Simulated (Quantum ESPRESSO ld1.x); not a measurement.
Question: The rhodium ion Rh29+, configuration [Ne] 3s2 3p4 (the NIST ground configuration). All-electron calculation, Dirac Kohn-Sham, LDA (Slater exchange, Perdew-Zunger correlation), spin-unpolarised, spherical densities, point nucleus; open shells are shared between the two j in proportion to 2j + 1. Program: ld1.x of Quantum ESPRESSO 7.5. Some entries of the table are withheld. Estimate them.

orbital     occ.  eigenvalue (eV)  <r^2> (bohr^2)
1s1/2          2         -24456.7             (1)
2s1/2          2         -4748.90             (2)
2p1/2          2              (3)         0.01730
2p3/2          4              (4)         0.01856
3s1/2          2         -1764.14          0.1380
3p1/2    1.33333              (5)          0.1284
3p3/2    2.66667              (6)          0.1339

Answer: 
(1) 1s1/2 <r^2> (bohr^2): 0.001440
(2) 2s1/2 <r^2> (bohr^2): 0.02314
(3) 2p1/2 eigenvalue (eV): -4517.70
(4) 2p3/2 eigenvalue (eV): -4370.30
(5) 3p1/2 eigenvalue (eV): -1681.69
(6) 3p3/2 eigenvalue (eV): -1647.11
